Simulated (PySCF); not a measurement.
Compound: C4H8OSi2.
Numbering: `[CH2:1]=[CH:2][Si@H:3]1[CH2:4][SiH2:5][C:6]1=[O:7]`

Geometry (GFN2-xTB, Å), atoms numbered from 1 in this order:
```
atom  x, y, z in Å
C1     2.0717   -1.3070   -0.3577
C2     1.9655   -0.2011    0.3653
Si3    0.4750    0.9423    0.3806
C4    -0.7822    0.7103   -1.0569
Si5   -2.1805   -0.1036   -0.0261
C6    -0.9875    0.2356    1.4886
O7    -1.1147    0.0893    2.6772
H8     2.9354   -1.9526   -0.3053
H9     1.2980   -1.6169   -1.0418
H10    2.7776    0.0524    1.0364
H11    0.8926    2.3178    0.6643
H12   -1.0819    1.6521   -1.5124
H13   -0.4158    0.0970   -1.8769
H14   -2.4054   -1.5230   -0.2948
H15   -3.4522    0.6154    0.0102
```

NICS is the negative of the GIAO shielding at a point without a nucleus: at the ring centre (0) and 1 Å above and below it (1); zz is the component along the ring normal. Level: GIAO PBE0/pcSseg-1 (PySCF, non-relativistic, gas phase) on the GFN2-xTB geometry, one conformer.

Ring bond lengths (Å), with Mayer bond orders in brackets: Si3–C4 1.924 (0.90), C4–Si5 1.918 (0.91), Si5–C6 1.958 (0.81), C6–Si3 1.966 (0.77).

Problem. What do the NICS probes read (ppm)?

Solution. 
```json
{"ring": "Si3–C4–Si5–C6", "type": "4-membered ring with 2 Si; formal bonds all single", "NICS(0)": "14.0", "NICS(1), two faces": "1.4 / 1.6", "NICS(1)zz, two faces": "-1.1 / 0.5", "rms pucker (Å)": "0.03", "centre to ring atoms, mean (Å)": "1.37"}
```

Problem. What do they say, and how far can they be read as aromaticity?

Solution. 
- Si3–C4–Si5–C6: mean NICS(1)zz -0.3 ppm, near zero. Si3, C4, Si5 have four or more neighbours; no verdict on aromaticity is drawn. NICS(0) lies 13 ppm above the mean NICS(1).

Problem. At the second NICS(1) probe listed for ring Si3–C4–Si5–C6, 1 Å off the ring, what do the in-plane components average?

Solution. The isotropic value is a third of the trace: (3 × 1.6 − (0.5))/2 = 2.2 ppm.
